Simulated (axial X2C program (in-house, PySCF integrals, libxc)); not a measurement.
## BaH⁻ with a deliberately poor setting

Computed with an in-house relativistic program for diatomic molecules.

Input file and command:
```json
{
 "zs": [
  56,
  1
 ],
 "q": -1,
 "bas": [
  "dyall-av3z",
  "dyall-av3z"
 ],
 "levels": [
  "PBE0",
  "HF",
  "PBEsol",
  "B97-3"
 ],
 "cc": false,
 "r0": 2.28,
 "npts": 10,
 "nst": 2,
 "ntry": 6,
 "opt": {
  "nrad": 30,
  "nth": 10
 }
}
```
```bash
python so2c.py task.json out
```

Keys: zs atomic numbers; q charge; bas basis sets; levels methods; cc coupled cluster on or off; r0 starting distance in Å; npts points on the curve; nst determinants followed; ntry starts of the search; nrad radial grid points; nth angular grid points. HF also brings MP2.

Task: One numerical setting was spoiled on purpose. Which, and what came out?

Result: Integration grid too coarse. The grid acts on the functional rows and the state search only. States: spin-free M_S = 0, Λ = 0; 2c Ω = 0. The apparent results, which are not to be taken for properties of BaH⁻:

```csv
Hamiltonian,level,points converged,Re (Å),ωe (cm⁻¹),De (eV),curve-fit residual (μEh)
spin-free,PBE0,10 of 10,2.298,1029,2.27,4
spin-free,HF,10 of 10,2.404,969,1.86,0.0021
spin-free,MP2,10 of 10,2.354,984,2.06,0.042
spin-free,PBEsol,10 of 10,2.279,1067,2.27,5
spin-free,B97-3,10 of 10,2.311,986,2.15,2.1
2c,PBE0,10 of 10,2.296,1034,2.27,4
2c,HF,10 of 10,2.402,970,1.87,0.0017
2c,MP2,10 of 10,2.352,984,2.06,0.026
2c,PBEsol,10 of 10,2.277,1072,2.28,5
2c,B97-3,10 of 10,2.309,989,2.16,2.1
```
